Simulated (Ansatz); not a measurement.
The cluster Na₂S₂⁻. The state is a doublet with charge -1. Geometry relaxed at r2SCAN-D4/def2-TZVPD.

```tsv
atom	x (Å)	y (Å)	z (Å)
Na1	-0.1863	1.3424	0.6230
Na2	-0.0064	-1.3878	-0.5454
S3	-0.7943	0.7361	-1.8412
S4	0.9871	-0.6907	1.7636
```

Another isomer (doublet) lies 0.12 eV lower at PBE0-D4/def2-TZVPD.

(1) Estimate the harmonic wavenumbers at UKS r2SCAN-D4/def2-TZVPD (Ansatz, unscaled). Is this a minimum?

Results:

(1) 48, 126, 224, 244, 262, 271 cm⁻¹. Yes, no mode is imaginary beyond noise. Zero-point energy 7.0 kJ/mol. Run time 2.6 min (2 threads of Arm Neoverse V2 on a shared host).
